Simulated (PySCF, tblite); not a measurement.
Isomers of C5H7Cl3Si. Computed values, GFN2-xTB/tblite, gas phase, harmonic and unscaled. Errors from tens to a few hundred cm⁻¹ against measured bands are possible. Modes of hydrogen on silicon can be 10 to 20 % off. One conformer each.

Electronic energies: PBE0/pcSseg-1 single points on the GFN2-xTB geometries (PySCF, gas phase).

| SMILES | electronic energy, lowest = 0 (kcal/mol) |
| --- | --- |
| C=C([SiH3])C(=C)C(Cl)(Cl)Cl | 31.7 |
| ClC(Cl)(Cl)[C@H]1C=CC[SiH2]1 | 0.0 |
| ClC[SiH2]C1=C[C@@H]1C(Cl)Cl | 34.0 |

**Question.** How do GFN2-xTB zero-point energies change the relative energies?

**Answer.** 
```tsv
SMILES	ZPE (kcal/mol)	of it from modes above 1550 cm⁻¹	electronic (kcal/mol)	with ZPE, lowest = 0 (kcal/mol)	lowest mode (cm⁻¹)	rings
ClC(Cl)(Cl)[C@H]1C=CC[SiH2]1	63.8	30.6	0.0	0.0	39	1
C=C([SiH3])C(=C)C(Cl)(Cl)Cl	60.5	32.3	31.7	28.3	37	0
ClC[SiH2]C1=C[C@@H]1C(Cl)Cl	62.2	30.8	34.0	32.4	24	1
```

The zero-point energies span 3.3 kcal/mol, from `C=C([SiH3])C(=C)C(Cl)(Cl)Cl` to `ClC(Cl)(Cl)[C@H]1C=CC[SiH2]1`. The order is unchanged.

**Question.** And how do the electronic energies of GFN2-xTB itself compare?

**Answer.** `ClC(Cl)(Cl)[C@H]1C=CC[SiH2]1` 0.0; `C=C([SiH3])C(=C)C(Cl)(Cl)Cl` 23.8; `ClC[SiH2]C1=C[C@@H]1C(Cl)Cl` 45.8 kcal/mol, lowest = 0. Against the energies above, taken from the same isomer `ClC(Cl)(Cl)[C@H]1C=CC[SiH2]1`, the largest difference is 11.8 kcal/mol.
